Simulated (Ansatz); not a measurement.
`C[SiH2]SCF` at its PBE0-D4/def2-TZVP geometry, where that method's forces vanish. Charge 0, multiplicity 1.

```xyz
12

C    -1.3108    1.1724    0.4404
Si   -0.5507    0.2998   -1.0181
S     0.0890   -1.6979   -0.5615
C     1.5493   -1.3227    0.4200
F     1.2401   -0.8382    1.6721
H    -1.6256    2.1818    0.1620
H    -0.5902    1.2431    1.2574
H    -2.1827    0.6233    0.8020
H    -1.5294    0.1305   -2.1227
H     0.6417    1.0456   -1.5088
H     2.1710   -0.5795   -0.0834
H     2.0982   -2.2582    0.5407
```

(1) What forces (eV/Å) does ωB97M-V/def2-TZVPP give on these atoms in Ansatz 0.2.0? (An estimate is asked.)

Results:

(1) Ansatz gave: 
```
C1  -0.006  0.002  0.013
Si2  0.004  0.104 -0.138
S3  -0.076 -0.032 -0.015
C4   0.229 -0.106 -0.260
F5  -0.092  0.099  0.215
H6   0.023 -0.074  0.026
H7  -0.048 -0.004 -0.053
H8   0.061  0.041 -0.023
H9   0.111  0.020  0.127
H10 -0.126 -0.086  0.061
H11 -0.043 -0.072  0.054
H12 -0.036  0.108 -0.006
```
